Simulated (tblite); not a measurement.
Start geometry of `C=C(C)C12C[C](C1)C2` [radical] from a force field or distance geometry (Å):
```
atom  x, y, z in Å
C1     1.3589    1.6222    0.2030
C2     0.9218    0.3577    0.1225
C3     2.0449   -0.6781    0.1978
C4    -0.4030    0.0049    0.0035
C5    -0.9935   -0.7966   -1.1291
C6    -2.2223   -0.5192   -0.2399
C7    -1.2188   -0.8628    0.8813
C8    -1.5733    0.8741   -0.1432
H9     0.6324    2.4488    0.1689
H10    2.3945    1.8715    0.3021
H11    2.3534   -0.8074   -0.8743
H12    1.5276   -1.6121    0.5100
H13    2.8455   -0.3475    0.8694
H14   -0.7027   -1.8617   -1.1689
H15   -0.9907   -0.2415   -2.0789
H16   -1.5018   -0.3450    1.8286
H17   -0.9326   -1.9091    0.9345
H18   -1.9593    1.4164    0.7132
H19   -1.5909    1.3948   -1.1081
```

What comes out of this run: GFN2-xTB geometry optimisation, gas phase (tblite 0.8.0)?

```
atom  x, y, z in Å
C1     1.327    1.683    0.333
C2     0.995    0.414    0.155
C3     1.983   -0.711    0.150
C4    -0.422    0.005   -0.054
C5    -0.942   -0.844   -1.233
C6    -2.107   -0.511   -0.293
C7    -1.240   -0.875    0.917
C8    -1.630    0.944   -0.205
H9     0.594    2.471    0.329
H10    2.351    1.979    0.490
H11    1.967   -1.221   -0.813
H12    1.728   -1.439    0.919
H13    2.988   -0.341    0.335
H14   -0.620   -1.880   -1.279
H15   -0.938   -0.371   -2.210
H16   -1.502   -0.431    1.872
H17   -0.938   -1.913    1.019
H18   -1.926    1.511    0.672
H19   -1.679    1.539   -1.112
```

The energy falls by 29.7 kcal/mol over 67 L-BFGS steps, the largest force on an atom goes from 5.70 to 0.009 eV/Å, and the atoms move by 0.245 Å rms after alignment. The bond that changes most is C2–C4 (ends: carbon bonded to 3 C; carbon bonded to 4 C), which lengthens by 0.114 Å. Bonds longer at the end by more than 0.005 Å: 5 of 20; shorter: 13. Among the angles that change most is C1–C2–C3, from 113.4° to 123.7°. Among the dihedrals that turn most is C4–C2–C3–H12, from -20° to -58°. Rotational constants go from 4119, 1810, 1552 to 3725, 1816, 1539 MHz. The orientation of the end geometry is arbitrary; only internal coordinates are fixed.

Time: 0.33 s of wall time. Hardware: Arm Neoverse V2, one thread, on a shared host.

Its GFN2-xTB frequencies are all real (lowest 34 cm⁻¹). 2 starts were optimised and ended at 0.00 and 0.75 kcal/mol (GFN2-xTB); the lowest of these is shown.

One conformer stands for the species.

These are computed values.
